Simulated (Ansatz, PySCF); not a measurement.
Input for Ansatz (a program for electronic structure):
Ansatz 0.2 input:
```yaml
crystal:
  periodic: [false, false, false]
  atoms:
    - {symbol: C, position_ang: [0.59897094, 1.24885200, 0.15955364]}
    - {symbol: C, position_ang: [1.40570993, 0.04186595, -0.18560161]}
    - {symbol: O, position_ang: [0.63998807, -1.01955157, -0.71613892]}
    - {symbol: C, position_ang: [-0.52315057, -1.23203372, 0.04715519]}
    - {symbol: C, position_ang: [-1.39176690, 0.02645311, 0.03478837]}
    - {symbol: O, position_ang: [-0.69746739, 1.12408553, 0.58826941]}
    - {symbol: H, position_ang: [1.08959805, 2.09433224, 0.60908430]}
    - {symbol: H, position_ang: [1.94997237, -0.32539905, 0.71442836]}
    - {symbol: H, position_ang: [2.15598712, 0.28809110, -0.94310172]}
    - {symbol: H, position_ang: [-1.05001334, -2.06848449, -0.41340662]}
    - {symbol: H, position_ang: [-0.25934805, -1.48825256, 1.08495960]}
    - {symbol: H, position_ang: [-1.67272853, 0.25579124, -1.00256336]}
    - {symbol: H, position_ang: [-2.29221360, -0.10317418, 0.63818200]}
basis:
  gaussian:
    orbitals: def2-SVP
hamiltonian:
  xc: pbe0
magnetization: {spin_polarized: true, initial_magnetization: 1}
accuracy: high
```

Problem. Give the equivalent PySCF input.

Solution. This is not unique; one that fits is 
```python
from pyscf import gto, scf, dft

mol = gto.Mole()
mol.atom = '''
    C     0.598971    1.248852    0.159554
    C     1.405710    0.041866   -0.185602
    O     0.639988   -1.019552   -0.716139
    C    -0.523151   -1.232034    0.047155
    C    -1.391767    0.026453    0.034788
    O    -0.697467    1.124086    0.588269
    H     1.089598    2.094332    0.609084
    H     1.949972   -0.325399    0.714428
    H     2.155987    0.288091   -0.943102
    H    -1.050013   -2.068484   -0.413407
    H    -0.259348   -1.488253    1.084960
    H    -1.672729    0.255791   -1.002563
    H    -2.292214   -0.103174    0.638182
'''
mol.basis = 'def2-svp'
mol.charge = 0
mol.spin = 1
mol.verbose = 3
mol.build()

mf = dft.UKS(mol)
mf.xc = 'pbe0'
mf.grids.atom_grid = (99, 590)
mf.grids.prune = None
mf.kernel()
```

Both were run: Ansatz gave -306.425860 Eh and PySCF -306.425860 Eh, 0.000 mEh apart.
